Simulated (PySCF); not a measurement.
**Tl(OH)2: one run**

Tl(OH)2 (doublet). PySCF 2.14.0, UKS BP86, Tl def2-SVP with ECP60, O def2-SVP, H def2-SVP; non-relativistic Hamiltonian with scalar-relativistic core potentials where named; density fitting; no spin-orbit coupling. Purpose: one electron removed, vertical, doublet.

```python
mol = gto.M(atom='''
Tl     1.43208    -0.41761     0.03058
O     -0.09281     0.14596     1.62145
H     -0.87890     0.33584     1.06740
O     -0.09281    -0.09183    -1.62541
H     -0.87890     0.17675    -1.10494''',
    basis={'Tl': 'def2-SVP', 'O': 'def2-SVP', 'H': 'def2-SVP'},
    ecp={'Tl': 'def2-SVP'},
    charge=0, spin=1)
mf = dft.UKS(mol, xc='B88,P86')
mf.grids.atom_grid = (50, 194)
mf = mf.density_fit()  # fitting sets: Tl def2-universal-JKFIT, O def2-universal-JKFIT, H def2-universal-JKFIT
mf.conv_tol = 1e-08; mf.max_cycle = 55
mf.kernel(dm0)  # dm0: converged density of the relaxed state
```

Run from Python with OMP_NUM_THREADS=2; the lines above give its settings. Where DIIS fails, smearing, a level shift and second-order steps follow.
It took 6.1 s on 2 threads of Arm Neoverse V2, with other jobs on the host, from an already converged density.

Where do the frontier levels lie, over both spins?

HOMO -5.96 eV, LUMO -5.76 eV. 

What are the Mulliken charges and spins?


```tsv
atom	charge (e)	spin (e)
Tl1	0.473	0.381
O2	-0.389	0.314
H3	0.152	-0.004
O4	-0.389	0.314
H5	0.152	-0.004
```

How does its energy compare with the relaxed singlet of charge -1 in vacuum?

It lies 2.721 eV higher.

Open shells may have lower solutions than the one found.
